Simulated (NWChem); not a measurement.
Species: pyrazole (C₃H₄N₂); SMILES c1cn[nH]c1

All runs: NWChem. Geometry: optimised at PBE0/def2-SVP. Level: PBE0/def2-SVP with SMD (1 M gas to 1 M solution), gas-phase geometry.

What does the run give for solvent toluene? Quantities: solvation free energy (kcal/mol); cavity-dispersion-structure term (kcal/mol); dipole in solution (D).


| Quantity | Value |
|---|---|
| solvation free energy (kcal/mol) | -5.1 |
| cavity-dispersion-structure term (kcal/mol) | -0.5 |
| dipole in solution (D) | 2.72 |
